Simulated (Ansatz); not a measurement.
Consider the cleavage of the Si–Al bond: `[OH][Al]([OH])[SiH3]` + `[NH2][GaH][OH]` → `[NH2][GaH][O][SiH3]` + `[OH][AlH][OH]`.

Calculated with Ansatz (gas phase, PBE0-D4/def2-TZVP geometries, no zero-point term in ΔE). CCSD(T)/CBS is the MP2 limit (def2-TZVPP, def2-QZVPP) plus CCSD(T) − MP2 in def2-TZVPP, frozen cores. This one scheme is used for every species. For Ga outer-core shells are correlated without core-valence functions, which leaves a few kJ/mol of doubt a bond. Scalar relativity is left out up to krypton. One conformer a species, not always the lowest.

```
               species  CCSD(T)/CBS(def2) energy (Eh)
`[OH][Al]([OH])[SiH3]`                     -684.56481
      `[NH2][GaH][OH]`                    -2056.27372
 `[NH2][GaH][O][SiH3]`                    -2346.59363
       `[OH][AlH][OH]`                     -394.28161
```

(1) Work out ΔE.

Largest T1 diagnostic among the species: 0.014.

Results:

(1) ΔE = (-2346.59363) + (-394.28161) − (-684.56481) − (-2056.27372) = -0.03671 Eh = -96.4 kJ/mol.

At CCSD(T), def2-SVP lies +3.1 kJ/mol from the extrapolated value and def2-TZVPP −1.0 kJ/mol. From PBE to PBE0 (25 % exact exchange), in def2-TZVPP and without D4, ΔE moves by −9.7 kJ/mol.
